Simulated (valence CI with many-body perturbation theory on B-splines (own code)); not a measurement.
## Which ion has this spectrum?

A relativistic CI+MBPT calculation for an atom or ion with 8 electrons gives these levels (Ry):

```tsv
J	Parity	E	g
2	even	0.00	1.30
0	even	4.76	
1	even	123.68	1.47
2	even	125.06	1.12
2	odd	155.54	1.46
1	odd	162.08	1.15
0	even	250.81	
0	odd	280.16	
1	odd	283.05	1.26
0	even	320.54	
2	odd	688.73	1.48
1	odd	689.43	1.14
1	even	698.29	1.46
2	even	698.39	1.15
```

The energies are calculated, and their last digits are not significant.

Which is it?
A. Hg72+
B. W66+
C. Ir69+
D. Re67+

C. Ir69+, ground level (2s^2 2p1/2^2 2p3/2^2) J=2.
